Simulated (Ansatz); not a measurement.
```xyz
4

Li    1.1079    0.0376   -0.0328
Li   -1.1099    0.0329   -0.0373
F     0.0167    1.3138    0.0420
F     0.0039   -1.3052   -0.0482
```

Basis set: def2-TZVP (spherical functions). Frozen core: 2 orbitals. Charge 0, multiplicity 1.

Computed with Ansatz (development build ahead of 0.2.0); each method stands on the lowest determinant of its kind that the runs found. Restricted open shells among the atoms or ions are ROHF, correlated in semicanonical orbitals with singles.

(1) Give the atomization energy at this shape (free ground-state atoms in the same class of orbitals less the molecule, no zero-point energy) of singlet Li₂F₂ by RHF-MP2, RHF.

Results:

(1)

```tsv
method	atomization energy
RHF-MP2	331.86 kcal/mol
RHF	244.41 kcal/mol
```
